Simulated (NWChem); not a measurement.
**Basis-set convergence for H$_{5}$GaS**

SMILES: S.[GaH3]
```xyz
7

Ga    -0.7170    -0.5562     0.0741
H     -0.1374    -1.4165     1.2597
H     -1.7744     0.5709     0.3793
H     -0.6016    -1.1134    -1.3977
S      1.3409     1.0832    -0.0446
H      2.2289     0.2210    -0.5866
H      1.0572     1.6478    -1.2389
```
Charge 0, spin multiplicity 1.

All runs are NWChem calculations. All single points use one geometry, from PBE0/def2-SVP, a minimum by its harmonic frequencies.

Quantity: LUMO energy at the level B3LYP.

The Hamiltonian is non-relativistic. B3LYP has NWChem's definition, with VWN1-RPA local correlation. The Pople sets run with spherical d functions. The structure started from a generated list of species.

Costs are rough ratios of processor time within this set of runs, SCF included, with STO-3G as 1.

```
basis        functions  LUMO energy (eV)  relative cost
-----------  ---------  ----------------  -------------
STO-3G              32              2.91              1
6-31G*              60                 ?        under 3
pcseg-1             70             -0.69        under 3
aug-pcseg-1        108             -1.13        under 3
aug-cc-pVDZ        108             -1.14        under 3
def2-TZVP          115                 ?        under 3
def2-TZVPD         145             -1.02        under 3
cc-pVTZ            147             -0.68              5
pcseg-2            147                 ?        under 3
aug-cc-pVTZ        224             -1.13             50
```

**Question.** Complete the blanks.

**Answer.** 
- 6-31G*, LUMO energy (eV): -0.51
- def2-TZVP, LUMO energy (eV): -0.75
- pcseg-2, LUMO energy (eV): -0.85
